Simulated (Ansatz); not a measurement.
Stretching the Sn1–H2 bond in FHSn (SMILES [F][SnH]) (multiplicity 1 held, fragments rigid). Energies count from the point at 1.793 Å.
Geometry at that point (charge 0, multiplicity 1):
```xyz
3

Sn    -0.0910    -0.1737     0.2189
H     -1.0351    -1.0891    -1.0004
F      0.6204     1.0860    -1.1050
```

Restricted levels (R-, RO-) in cc, def2 and unpolarised 6-31G sets keep to the state of the molecule at rest. U- levels take the lowest unrestricted solution at each point, which mixes spins at long bonds. Levels need not reach the same state.

Correlated levels freeze the cores. Filled d and f shells under p-block atoms count as core.

The values were computed with Ansatz (a quantum-chemistry and plane-wave program) with Gaussian orbitals. Values without a source in brackets are computed. In def2 rows elements past Kr take small-core potentials, without spin–orbit coupling.

Problem. One of these levels gives 530.1 kJ/mol for the energy at R = 5.739 Å. Which?
(A) U-MP2/def2-TZVPP
(B) R-r2SCAN/def2-TZVPP
(C) R-SCS-MP2/def2-TZVPP
(D) R-wB97X-V/def2-TZVPP

Solution. D, R-wB97X-V/def2-TZVPP. The others give 392.9 (R-r2SCAN/def2-TZVPP), 257.5 (U-MP2/def2-TZVPP), 348.8 (R-SCS-MP2/def2-TZVPP)

Doubts at one or more of the structures used: a restricted determinant that unrestricted orbitals would lower (R-r2SCAN/def2-TZVPP, R-wB97X-V/def2-TZVPP, R-SCS-MP2/def2-TZVPP); a spin-contaminated determinant (U-MP2/def2-TZVPP).
